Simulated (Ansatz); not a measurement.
System: BiI₂, charge 0, doublet. BiI2 (SMILES [I][Bi][I], doublet).
B3LYP-D3(BJ)/def2-TZVP minimum from Ansatz (a quantum-chemistry and plane-wave program):
```xyz
3

Bi     0.1121    -0.6263     0.7737
I      2.0549     0.8623    -0.6151
I     -2.2304     0.1185    -0.5965
```
Charge 0, spin multiplicity 2.

Total energies in def2-SVP, 19 correlated electrons, 27 frozen orbitals. Radicals and triplets start from unrestricted determinants; spin-orbit coupling is neglected. Cores are frozen in correlated methods (noble-gas shells, and filled d and f shells in the p block). Past Kr the def2 sets carry scalar-relativistic core potentials. Spin-orbit terms, left out, reach several kcal/mol for Br and I, and more for heavier atoms.

| method | program | energy (Eh) | minus CCSDT(Q) (mEh) |
|---|---|---|---|
| HF | Ansatz | -806.95668 | 291.21 |
| MP2 | Ansatz | -807.21253 | 35.35 |
| CCSD | Ansatz | -807.23806 | 9.83 |
| CCSD(T) | Ansatz | -807.24608 | 1.80 |
| CCSDT(Q) | Ansatz | -807.24788 | 0.00 |

Rough core times of Ansatz's runs on a shared machine: CCSD(T) 30 s, CCSDT(Q) 9 min.
